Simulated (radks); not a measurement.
Q: All-electron atom: Cs52+ in [He] 2s1. Calculated with a radial shooting solver on a logarithmic mesh with Libxc functionals: scalar-relativistic Kohn-Sham, PBEsol, spin-polarised, spherical densities, finite nucleus; open shells are filled with parallel spins first; Fermi nuclear charge, rms radius 4.8041 fm. Some entries of the table are withheld. Estimate them.

| orbital | occ. | eigenvalue (Ry) | r(max) (bohr) |
|---|---|---|---|
| 1s up | 1 | (1) | 0.01675 |
| 1s down | 1 | (2) | 0.01676 |
| 2s up | 1 | (3) | (4) |

A: 
(1) 1s up eigenvalue (Ry): -3033.294
(2) 1s down eigenvalue (Ry): -3032.047
(3) 2s up eigenvalue (Ry): -744.7015
(4) 2s up r(max) (bohr): 0.09131
